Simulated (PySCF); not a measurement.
Job for PySCF: R-B3LYP/6-311+G** on C2H3N (SMILES CC#N).

```python
from pyscf import gto, scf, dft, mp
from pyscf.data.elements import chemcore

mol = gto.M(
    atom='''
    C     0.83021832   -0.15009012    4.63601023
    C     0.46010327   -0.03539093    3.23570329
    N     0.17010732    0.05454758    2.12883207
    H     1.23913666   -1.14113514    4.83354770
    H     1.58238751    0.59850805    4.88551818
    H    -0.04455499    0.00359015    5.26811276
    ''',
    basis='6-311+g**',
    charge=0, spin=0, verbose=3, max_memory=1800)
mf = dft.RKS(mol, xc='b3lyp')
mf.conv_tol = 1e-8
mf.max_cycle = 100
mf.kernel()
if not mf.converged:
    mf = mf.newton().run(mf.mo_coeff, mf.mo_occ)
```

Program output:

```
converged SCF energy = -132.796085069556
```

The calculation finished and met its thresholds.

Cost: roughly 1.3 core-seconds.
